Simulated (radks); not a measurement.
Q: Valence configurations of P (all share [Ne]). Method: Dirac Kohn-Sham, PBE, spin-unpolarised, spherical densities, finite nucleus; open shells fill j = l - 1/2 first; Fermi nuclear charge, rms radius 3.1889 fm; computed with a radial shooting solver on a logarithmic mesh with Libxc functionals. Order these by energy: 3s0.5 3p4.5; 3p5; 3s1.5 3p3.5; 3s2 3p3; 3s1 3p4.

A: From the lowest, in eV above it: 3s2 3p3 0.000; 3s1.5 3p3.5 4.257; 3s1 3p4 8.550; 3s0.5 3p4.5 12.876; 3p5 17.234. NIST lists [Ne] 3s2 3p3 as the ground configuration; this level of theory agrees among the configurations tried. The energies are those of spherical spin-averaged densities, not of single terms.
